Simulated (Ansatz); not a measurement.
C2H3O2, SMILES CC([O])=O, multiplicity 2. Atoms are numbered in the order given.

```xyz
7

C     -0.0870    -1.3397     0.0000
C      0.0177     0.1440     0.0000
O      1.0954     0.7754     0.0000
O     -0.9709     0.9131     0.0000
H     -0.6475    -1.6652     0.8886
H      0.9131    -1.7921     0.0000
H     -0.6475    -1.6652    -0.8886
```
Charge 0, spin multiplicity 2.

The structure is a stationary point at PBE0-D3(BJ)/def2-SVP. The isomer is the one that the SMILES or the coordinates give; other isomers of the formula were not compared.

Two levels are set side by side: PBE-D3(BJ)/def2-SVP (Ansatz, a program for electronic structure) and PBE0-D3(BJ)/def2-SVP (Ansatz). Each level has its own optimised geometry; the coordinates shown are those of the second. Differences are taken from unrounded values.

| quantity | PBE0-D3(BJ) |
|---|---|
| mean bond length (Å) | 1.214 |
| bond C1–C2 (Å) | 1.487 |
| bond C2–O3 (Å) | 1.249 |
| bond C2–O4 (Å) | 1.253 |
| bond C1–H5 (Å) | 1.100 |
| bond C1–H6 (Å) | 1.098 |
| bond C1–H7 (Å) | 1.100 |

What does PBE-D3(BJ) give, and how far is it from PBE0-D3(BJ)? (Estimate from the structure and the level; the computed values follow.)


| quantity | PBE-D3(BJ) | PBE-D3(BJ) minus PBE0-D3(BJ) |
|---|---|---|
| mean bond length (Å) | 1.238 | 0.024 |
| bond C1–C2 (Å) | 1.646 | 0.158 |
| bond C2–O3 (Å) | 1.241 | -0.008 |
| bond C2–O4 (Å) | 1.232 | -0.021 |
| bond C1–H5 (Å) | 1.104 | 0.004 |
| bond C1–H6 (Å) | 1.101 | 0.003 |
| bond C1–H7 (Å) | 1.104 | 0.004 |

GGA bonds tend to be longer and softer than those of functionals with exact exchange. Differences between two approximate levels are no errors against the true value.
